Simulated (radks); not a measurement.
Results of a calculation; reference values are marked as such.
Species: a nucleus of charge 52.5 with 51 electrons. Configuration: [Kr] 4d10 5s2 5p3. Code: a radial shooting solver on a logarithmic mesh with Libxc functionals. Model: Dirac Kohn-Sham, PBE, spin-unpolarised, spherical densities, finite nucleus; open shells fill j = l - 1/2 first; Fermi nuclear charge, rms radius 4.75 fm.

Spin-orbit splittings of the eigenvalues, e(l+1/2) - e(l-1/2), with zeta = 2 splitting/(2l+1) and mean radii in bohr:

shell  occ.  splitting (eV)  zeta (eV)  <r> j=l-1/2  <r> j=l+1/2
2p        6           286.4      190.9      0.09963       0.1053
3p        6           53.64      35.76       0.3081       0.3195
3d       10           11.25      4.500       0.2905       0.2941
4p        6           10.32      6.878       0.7868       0.8151
4d       10           1.591     0.6364       0.9372       0.9489
5p        3           1.097     0.7313        2.278        2.366
